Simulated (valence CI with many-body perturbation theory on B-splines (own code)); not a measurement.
## E1 line list for Yb LVIII

Computed by configuration interaction combined with many-body perturbation theory (CI+MBPT): three valence electrons over a frozen Dirac-Fock core [Ne], radial functions for each j: 11 s, 11 p, 10 d, 8 f, 5 g, 2 h, with the one-electron correlation potential Σ1 (screened to all orders), the two-electron term Σ2, the three-electron term Σ3, Breit, model QED; selected single and double excitations, second order for the rest, scaled by the run's own slope (own B-spline code, finite nucleus).

The last digits are not significant, and no measured levels were compared; by estimate large intervals hold to a few tenths of a per cent, small ones and those within an open d or f shell to about a per cent.

Lines 101 to 150 of 589 in falling wavelength, among levels below 23077 × 10³ cm⁻¹, chosen from the strongest by gf and those to the six lowest levels. Wavelengths and rates use the calculated energies. Electric multipoles are in the length gauge with retardation, E1 and E2 with the static RPA response of the core. Weak lines are less certain than strong ones. Lines between different terms over intervals too small for the method are left out, as are lines whose strength nearly cancels. The highest levels of a list are the least certain.

Levels are named by their leading jj configuration (3d3/2^4 stands for four electrons in 3d with j = 3/2), which in mixed levels can hold well under half, so a name can repeat and another be missing. Letters in brackets count levels of one name in rising energy.

| λ vac (Å) | Upper | Lower | A (s⁻¹) | S (a.u.) with core polarisation | S without |
| --- | --- | --- | --- | --- | --- |
| 48.43 | (3p1/2 3p3/2 3d5/2) J=3/2 [a] | (3p1/2 3p3/2^2) J=3/2 | 8.07e+10 | 1.81e-02 | 1.83e-02 |
| 48.07 | (3d3/2 3d5/2^2) J=5/2 [a] | (3p3/2 3d3/2 3d5/2) J=5/2 [c] | 6.45e+10 | 2.12e-02 | 2.15e-02 |
| 48.06 | (3s 3p1/2 3d5/2) J=3/2 | (3s 3p1/2 3p3/2) J=1/2 | 1.47e+11 | 3.21e-02 | 3.26e-02 |
| 48.04 | (3d3/2^2 3d5/2) J=5/2 [a] | (3p3/2 3d3/2^2) J=5/2 | 5.92e+10 | 1.94e-02 | 1.97e-02 |
| 48.03 | (3p1/2 3d5/2^2) J=9/2 | (3p1/2 3p3/2 3d5/2) J=7/2 [b] | 1.77e+11 | 9.70e-02 | 9.83e-02 |
| 47.69 | (3p3/2 3d3/2 3d5/2) J=3/2 [a] | (3p3/2^2 3d3/2) J=3/2 [a] | 7.32e+10 | 1.57e-02 | 1.59e-02 |
| 47.67 | (3s 3p1/2 3d5/2) J=5/2 [a] | (3s 3p1/2 3p3/2) J=5/2 | 6.96e+09 | 2.23e-03 | 2.26e-03 |
| 47.66 | (3p3/2 3d5/2^2) J=5/2 [b] | (3p3/2^2 3d5/2) J=3/2 | 1.55e+11 | 4.96e-02 | 5.03e-02 |
| 47.63 | (3p3/2 3d3/2 3d5/2) J=5/2 [b] | (3p3/2^2 3d3/2) J=3/2 [a] | 1.42e+11 | 4.53e-02 | 4.59e-02 |
| 47.60 | (3s 3d3/2 3d5/2) J=1/2 | (3s 3p3/2 3d3/2) J=1/2 [b] | 1.66e+11 | 1.76e-02 | 1.79e-02 |
| 47.59 | (3d3/2 3d5/2^2) J=9/2 | (3p3/2 3d3/2 3d5/2) J=7/2 [b] | 3.19e+10 | 1.70e-02 | 1.72e-02 |
| 47.50 | (3d3/2 3d5/2^2) J=7/2 [a] | (3p3/2 3d3/2 3d5/2) J=5/2 [b] | 1.08e+11 | 4.56e-02 | 4.62e-02 |
| 47.26 | (3s 3p1/2 3d5/2) J=5/2 [b] | (3s 3p1/2 3p3/2) J=3/2 [b] | 1.17e+11 | 3.66e-02 | 3.71e-02 |
| 47.19 | (3p3/2 3d3/2 3d5/2) J=3/2 [c] | (3p3/2^2 3d3/2) J=3/2 [b] | 1.20e+11 | 2.50e-02 | 2.53e-02 |
| 47.10 | (3d3/2 3d5/2^2) J=7/2 [b] | (3p3/2 3d3/2 3d5/2) J=9/2 [b] | 7.07e+10 | 2.91e-02 | 2.96e-02 |
| 47.08 | (3s 3d5/2^2) J=3/2 | (3s 3p3/2 3d5/2) J=1/2 | 1.36e+11 | 2.80e-02 | 2.84e-02 |
| 47.04 | (3s 3d5/2^2) J=9/2 | (3s 3p3/2 3d5/2) J=7/2 [a] | 1.99e+11 | 1.02e-01 | 1.03e-01 |
| 46.97 | (3d5/2^3) J=5/2 | (3p3/2 3d5/2^2) J=5/2 [b] | 2.64e+11 | 8.12e-02 | 8.23e-02 |
| 46.95 | (3p3/2 3d5/2^2) J=5/2 [a] | (3p3/2^2 3d5/2) J=7/2 | 7.18e+10 | 2.20e-02 | 2.23e-02 |
| 46.93 | (3d3/2^2 3d5/2) J=3/2 | (3p3/2 3d3/2^2) J=1/2 | 6.53e+10 | 1.33e-02 | 1.35e-02 |
| 46.87 | (3p1/2 3d3/2 3d5/2) J=5/2 [a] | (3p1/2 3p3/2 3d3/2) J=3/2 [a] | 9.76e+10 | 2.98e-02 | 3.02e-02 |
| 46.84 | (3d3/2^2 3d5/2) J=5/2 [a] | (3p3/2 3d3/2^2) J=3/2 [a] | 1.21e+11 | 3.69e-02 | 3.75e-02 |
| 46.82 | (3s 3d3/2 3d5/2) J=5/2 [b] | (3s 3p3/2 3d3/2) J=3/2 [b] | 1.14e+11 | 3.45e-02 | 3.50e-02 |
| 46.80 | (3p1/2 3p3/2 3d5/2) J=5/2 [a] | (3p1/2 3p3/2^2) J=5/2 | 8.42e+10 | 2.56e-02 | 2.59e-02 |
| 46.77 | (3p3/2 3d5/2^2) J=7/2 [a] | (3p3/2^2 3d5/2) J=7/2 | 7.10e+10 | 2.87e-02 | 2.91e-02 |
| 46.72 | (3d3/2^2 3d5/2) J=9/2 | (3p3/2 3d3/2^2) J=7/2 | 2.22e+11 | 1.12e-01 | 1.13e-01 |
| 46.61 | (3d3/2^2 3d5/2) J=7/2 | (3p3/2 3d3/2^2) J=7/2 | 5.57e+10 | 2.23e-02 | 2.26e-02 |
| 46.58 | (3p3/2 3d5/2^2) J=7/2 [a] | (3p3/2^2 3d5/2) J=9/2 | 5.72e+10 | 2.28e-02 | 2.31e-02 |
| 46.57 | (3p3/2 3d3/2 3d5/2) J=5/2 [d] | (3p3/2^2 3d3/2) J=3/2 [b] | 2.40e+11 | 7.17e-02 | 7.27e-02 |
| 46.56 | (3d3/2 3d5/2^2) J=5/2 [b] | (3p3/2 3d3/2 3d5/2) J=5/2 [c] | 9.93e+10 | 2.97e-02 | 3.01e-02 |
| 46.54 | (3s 3d5/2^2) J=7/2 | (3s 3p3/2 3d5/2) J=7/2 [b] | 1.05e+11 | 4.18e-02 | 4.24e-02 |
| 46.53 | (3p1/2 3d5/2^2) J=5/2 | (3p1/2 3p3/2 3d5/2) J=7/2 [b] | 5.31e+10 | 1.58e-02 | 1.61e-02 |
| 46.51 | (3d3/2 3d5/2^2) J=7/2 [b] | (3p3/2 3d3/2 3d5/2) J=5/2 [c] | 5.87e+10 | 2.33e-02 | 2.36e-02 |
| 46.50 | (3d5/2^3) J=5/2 | (3p3/2 3d5/2^2) J=7/2 [b] | 1.19e+11 | 3.56e-02 | 3.60e-02 |
| 46.40 | (3s 3p1/2 3d5/2) J=3/2 | (3s 3p1/2 3p3/2) J=3/2 [b] | 5.00e+10 | 9.87e-03 | 1.00e-02 |
| 46.35 | (3p1/2 3d3/2 3d5/2) J=5/2 [b] | (3p1/2 3p3/2 3d3/2) J=3/2 [b] | 1.08e+11 | 3.20e-02 | 3.24e-02 |
| 46.34 | (3s 3p3/2 3d5/2) J=5/2 [a] | (3s 3p3/2^2) J=5/2 | 1.65e+11 | 4.86e-02 | 4.93e-02 |
| 46.31 | (3p3/2 3d5/2^2) J=9/2 | (3p3/2^2 3d5/2) J=7/2 | 1.73e+11 | 8.47e-02 | 8.59e-02 |
| 46.29 | (3d3/2^2 3d5/2) J=7/2 | (3p3/2 3d3/2^2) J=5/2 | 1.76e+11 | 6.90e-02 | 6.99e-02 |
| 46.28 | (3d3/2 3d5/2^2) J=3/2 [b] | (3p3/2 3d3/2 3d5/2) J=1/2 [b] | 1.49e+11 | 2.92e-02 | 2.96e-02 |
| 46.24 | (3p1/2 3d3/2 3d5/2) J=7/2 [a] | (3p1/2 3p3/2 3d3/2) J=5/2 [a] | 1.17e+11 | 4.57e-02 | 4.63e-02 |
| 46.21 | (3p1/2 3p3/2 3d5/2) J=1/2 | (3p1/2 3p3/2^2) J=1/2 | 2.47e+11 | 2.41e-02 | 2.44e-02 |
| 46.20 | (3d5/2^3) J=9/2 | (3p3/2 3d5/2^2) J=9/2 | 2.58e+11 | 1.25e-01 | 1.27e-01 |
| 46.16 | (3s 3p3/2 3d5/2) J=1/2 | (3s 3p3/2^2) J=1/2 | 2.99e+11 | 2.90e-02 | 2.95e-02 |
| 46.13 | (3s 3d3/2 3d5/2) J=3/2 [b] | (3s 3p3/2 3d3/2) J=3/2 [b] | 1.13e+11 | 2.20e-02 | 2.23e-02 |
| 46.13 | (3p3/2 3d5/2^2) J=9/2 | (3p3/2^2 3d5/2) J=9/2 | 2.27e+11 | 1.10e-01 | 1.12e-01 |
| 46.11 | (3p3/2 3d3/2 3d5/2) J=7/2 [c] | (3p3/2^2 3d3/2) J=5/2 | 3.55e+11 | 1.38e-01 | 1.39e-01 |
| 46.04 | (3d5/2^3) J=3/2 | (3p3/2 3d5/2^2) J=1/2 | 1.74e+11 | 3.35e-02 | 3.40e-02 |
| 45.99 | (3p1/2 3d3/2 3d5/2) J=9/2 | (3p1/2 3p3/2 3d3/2) J=7/2 | 1.52e+11 | 7.30e-02 | 7.40e-02 |
| 45.96 | (3d3/2 3d5/2^2) J=5/2 [b] | (3p3/2 3d3/2 3d5/2) J=7/2 [c] | 8.75e+10 | 2.51e-02 | 2.55e-02 |
